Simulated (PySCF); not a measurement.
Excitation energy of Cs by level of theory

Cs [Xe] 6s1 (2S) → Cs [Xe] 5d1 (2D), as a difference of total energies. All numbers are calculated (PySCF 2.14, a scalar-relativistic core potential, in def2-TZVPPD with the def2 core potential (46 electrons) (5s4p3d1f, 39 functions)). Correlated levels: valence and next inner shell: nothing frozen outside the core potential. The calculations carry no spin-orbit coupling.

```tsv
method	excitation energy (eV)	error (eV)
UHF	1.744	-0.061
MP2 (valence and next inner shell)	1.966	+0.161
SCS-MP2 (valence and next inner shell)	1.923	+0.118
CCSD (valence and next inner shell)	1.938	+0.133
CCSD(T) (valence and next inner shell)	1.953	+0.148
```

Reference: 1.805 eV (measured; NIST levels, between the centres of gravity of the two terms).

Errors of the correlated levels include the incompleteness of this basis.
